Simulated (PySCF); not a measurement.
Se(Br)(OSiH3) (BrH₃OSeSi), SMILES O([Se]Br)[SiH3]. The structure is a stationary point at r2SCAN-D4/def2-SVP. This is a generated structure with no PubChem entry under its InChIKey; it may be hypothetical. The values are those of a single conformer.

Computed equilibrium geometry at r2SCAN-D4/def2-SVP (PySCF confirms it by a frequency run) as Cartesian coordinates in Å (one conformer of several):
```xyz
7

Se     0.0711    -0.2320     1.0136
Br     1.0664     1.2259    -0.5270
O     -0.5395    -1.5489    -0.0512
Si    -2.0127    -1.3375    -0.8766
H     -3.1147    -1.0787     0.0937
H     -2.2281    -2.6218    -1.5936
H     -1.9047    -0.2041    -1.8369
```
